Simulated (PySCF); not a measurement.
C₄H₇BFN, SMILES FCB1C=CCN1. Heavy atoms are numbered as in [F:1][CH2:2][B:3]1[CH:4]=[CH:5][CH2:6][NH:7]1. Hydrogens are named by the atom that carries them.

The structure is a stationary point at PBE0-D3(BJ)/def2-SVP. The structure was generated by enumeration, and PubChem lists no compound with its InChIKey, so it may never have been made. One conformer was computed; it need not be the lowest.

Calculation: PBE/def2-TZVP (PySCF).

ESP charges are fitted to the potential on shells at 1.4 to 2.0 van der Waals radii. Atomic charges (e), one atom of each kind:

```csv
atom,Mulliken,IAO,ESP fit
F1,-0.23,-0.33,-0.22
C2 (CH2),0.02,-0.11,-0.12
B3,0.01,0.18,0.33
C4 (CH),-0.20,-0.28,-0.44
C5 (CH),-0.17,-0.12,-0.03
C6 (CH2),-0.01,-0.16,[?]
N7 (NH),-0.28,-0.35,-0.34
H on C2,0.11,0.15,[?]
H on C4,0.10,0.15,[?]
H on C5,0.11,0.15,[?]
H on C6,0.11,0.16,[?]
H on N7,0.21,0.28,[?]
```

Problem. What belongs in the gaps? (An estimate is asked for; the answer gives what the named calculation found.)

Solution. 
- C6 (CH2), ESP fit: -0.15
- H on C2, ESP fit: 0.10
- H on C4, ESP fit: 0.17
- H on C5, ESP fit: 0.11
- H on C6, ESP fit: 0.11
- H on N7, ESP fit: 0.28

Computed Mayer and Wiberg (Löwdin basis) orders of the bonds:
```
bond   Mayer  Wiberg
-----  -----  ------
F1–C2   0.96    1.63
C2–B3   1.05    1.21
B3–C4   1.06    1.16
C4–C5   1.86    1.90
C5–C6   1.05    1.22
B3–N7   1.36    1.63
C6–N7   1.03    1.25
```
